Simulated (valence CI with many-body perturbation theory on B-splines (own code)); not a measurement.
**Cd16+: calculated level list**

Calculated by relativistic CI+MBPT: four valence electrons over a frozen Dirac-Fock core [Ar] 3d10, radial functions for each j: 11 s, 11 p, 9 d, 7 f, 5 g, 2 h, 1 i, with the one-electron correlation potential Σ1, the two-electron term Σ2, the three-electron term Σ3, Breit, model QED; selected CI, second order for the rest (own B-spline code, finite nucleus).

No measured levels were compared; by estimate levels hold to about 250 cm⁻¹ or 0.2 % of their energy and the worst to 1 %, as in measured heavy ions of charge 2 to 7; those with d or f electrons hold less well.

Levels 46 to 72 of 72, with energies above the lowest level, 4s²4p² ³P_0. "Leading %" is the weight of the configuration and term that name the level; weights of strongly mixed levels are sums over their largest components and can fall short. In the jj column 3d3/2^4 stands for four electrons in 3d with j = 3/2.

```csv
No.,Configuration,Term,J,E (cm⁻¹),Leading %,g,Leading jj
46,4s4p²4d,⁵P,3,963960,55,1.535,4s 4p1/2 4p3/2 4d5/2 (47 %)
47,4s4p²4d,⁵P,2,970000,77,1.729,4s 4p1/2 4p3/2 4d3/2 (50 %)
48,4s4p²4d,⁵P,1,973600,78,2.318,4s 4p1/2 4p3/2 4d3/2 (60 %)
49,4s4p²4d,³F,4,982030,46,1.275,4s 4p3/2^2 4d5/2 (59 %)
50,4s4p²4d,³P,1,982960,47,1.226,4s 4p1/2 4p3/2 4d5/2 (38 %)
51,4s4p²4d,³G,3,985610,74,0.808,4s 4p1/2 4p3/2 4d3/2 (80 %)
52,4s4p²4d,³F,2,995250,45,0.983,4s 4p1/2 4p3/2 4d3/2 (29 %)
53,4s4p²4d,³G,4,1001600,72,1.097,4s 4p1/2 4p3/2 4d5/2 (58 %)
54,4s4p²4d,³P,0,1014100,67,,4s 4p3/2^2 4d5/2 (40 %)
55,4s4p²4d,³D,3,1015400,47,1.179,4s 4p1/2 4p3/2 4d5/2 (61 %)
56,4s4p²4d,³D,1,1019500,59,0.836,4s 4p1/2 4p3/2 4d5/2 (35 %)
57,4s4p²4d,³G,5,1021000,82,1.227,4s 4p3/2^2 4d5/2 (68 %)
58,4s4p²4d,³D,3,1024300,41,1.160,4s 4p1/2 4p3/2 4d5/2 (53 %)
59,4s4p²4d,¹G,4,1025400,62,1.084,4s 4p1/2 4p3/2 4d5/2 (51 %)
60,4s4p²4d,³D,1,1029400,71,0.668,4s 4p1/2 4p3/2 4d3/2 (76 %)
61,4s4p²4d,³D,2,1036300,56,1.098,4s 4p3/2^2 4d3/2 (49 %)
62,4s4p²4d,³D,1,1039300,72,0.712,4s 4p1/2 4p3/2 4d5/2 (36 %)
63,4s4p²4d,³F,3,1044800,48,1.191,4s 4p1/2 4p3/2 4d5/2 (53 %)
64,4s4p²4d,³P,0,1044900,89,,4s 4p1/2 4p3/2 4d5/2 (44 %)
65,4s4p²4d,³D,2,1045800,68,1.096,4s 4p1/2 4p3/2 4d5/2 (46 %)
66,4s4p²4d,³F,2,1051300,45,0.910,4s 4p1/2 4p3/2 4d3/2 (37 %)
67,4s4p²4d,³P,1,1052400,54,1.496,4s 4p1/2 4p3/2 4d5/2 (80 %)
68,4s4p²4d,³F,3,1055700,39,1.191,4s 4p3/2^2 4d3/2 (28 %)
69,4s4p²4d,³D,2,1057900,48,1.087,4s 4p1/2 4p3/2 4d5/2 (47 %)
70,4s4p²4d,³P,1,1069800,30,1.319,4s 4p3/2^2 4d3/2 (42 %)
71,4s4p²4d,³P,2,1072600,50,1.337,4s 4p3/2^2 4d5/2 (23 %)
72,4s4p²4d,³F,4,1075700,76,1.218,4s 4p3/2^2 4d3/2 (61 %)
```

Names give the largest LS component (configuration and term), which can be under half, so a name can repeat, a term be missing and a line seem to break the LS rules; names also repeat where a configuration has a term twice.
